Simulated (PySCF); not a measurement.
# GaP: one state, many levels of theory

State: ³Σ⁻ (triplet), unpaired electrons π ↑↑. Set-up: PySCF, no relativity, basis sets Ga def2-TZVPPD, P def2-TZVPPD. De refers to Ga + P in their high-spin ground configurations, without counterpoise correction. The functionals are run spin-unrestricted. A positive dipole means Ga(−)P(+).

```
      Level  Re (Å)  ωe (cm⁻¹)  De (eV)  μ (D)
        UHF   2.470        297     1.02  -1.45
    UHF-MP2   2.437        306     1.87    n/a
UHF-SCS-MP2   2.451        300     1.87    n/a
   UHF-CCSD   2.448        302     1.86    n/a
UHF-CCSD(T)   2.451        300     1.95    n/a
        LDA   2.428        299     2.74  -1.03
        PBE   2.478        283     2.32  -1.31
       TPSS   2.474        284     2.27  -1.34
     r²SCAN   2.447        295     2.18  -1.15
      B3LYP   2.478        283     2.17  -1.46
       PBE0   2.453        296     2.19  -1.31
  BHandHLYP   2.455        296     2.02  -1.44
    ωB97M-V   2.437        304     2.16  -1.29
     B2PLYP   2.460        293     2.08  -1.45
```

The bond length runs from 2.428 Å (LDA) to 2.478 Å (B3LYP). De spans 1.02 eV (UHF, mean field) to 2.74 eV (LDA, local density). Correlation at CCSD(T) changes the Hartree–Fock bond energy by +0.93 eV; the triples alone change it by +0.09 eV.

Correlated steps freeze 14 core orbitals. Spin–orbit coupling is left out. B2PLYP dipoles, levels and charges come from its SCF part alone. The state was picked by a PBE0 search and need not be the measured ground state.

The whole job (state search and all levels along the bond) took about 17 min on 2 threads of Arm Neoverse V1 (shared host), peak memory 4.6 GiB.
